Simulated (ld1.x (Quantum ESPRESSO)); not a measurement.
Transferability test, TM potential for Cr (Z = 24)

- Element: Cr (Z = 24)
- Generator: ld1.x (Quantum ESPRESSO) 7.5
- Type: norm-conserving Troullier–Martins (Kleinman–Bylander form)
- Functional: PBEsol
- Relativity: fully relativistic
- Frozen core: [Ne]
- Valence charge: 14
- Reference configuration: 3s2 3p6 3d4.5 4s0 4p0 (charge +1.5)
- Partial waves: 3s (bound): rc 1.25 bohr; 3p (bound): rc 0.80 bohr; 3d (bound): rc 1.00 bohr
- Local potential: the d channel
- Core correction: none

Open shells are filled in proportion to 2j + 1 (rel_dist='average').

Energies are relative to the spin-unpolarised reference configuration 3s2 3p6 3d4.5 4s0 4p0; without spin polarisation the order of configurations can differ from experiment. The d channel is local and has no spin–orbit splitting in the pseudo-atom. The frozen-core shift is the all-electron ΔE with the core orbitals held at their reference shape minus the fully relaxed ΔE.

```tsv
valence configuration	charge	ΔE all-electron (eV)	error AE − PS (meV)	frozen-core shift (meV)
3s2 3p6 3d5 4s0 4p0	+1	-6.383	-0.3	0.0
3s2 3p6 3d4 4s0 4p0	+2	9.631	+0.8	+0.1
3s2 3p6 3d4 4s1 4p1	0	-9.720	+2530	+0.2
3s2 3p6 3d3 4s0 4p0	+3	40.336	+15	+0.5
3s2 3p6 3d6 4s0 4p0	0	-11.529	-0.9	+0.1
3s1 3p6 3d5 4s1 4p0	+1	66.783	+3545	+3.7
```

(1) What are ΔE and the potential's error for 3s2 3p6 3d5 4s1 4p0?

A Bessel basis up to 400 Ry misses an occupied level by 0.11 Ry, so cutoffs and ghosts were not judged.

Results:

(1) ΔE = -13.256 eV all-electron; the error (AE − PS) is +1526 meV.

These tests converged, but a pseudo level misses the all-electron one widely, so the file describes the atom poorly there or has found another state: 3s2 3p6 3d5 4s1 4p0: 4s by 1.0 eV; 3s2 3p6 3d4 4s0 4p0: empty 4s by 4.1 eV; 3s2 3p6 3d4 4s1 4p1: 3d by 1.7 eV; 3s2 3p6 3d3 4s0 4p0: empty 4s by 8.6 eV; 3s1 3p6 3d5 4s1 4p0: 3d by 2.4 eV.
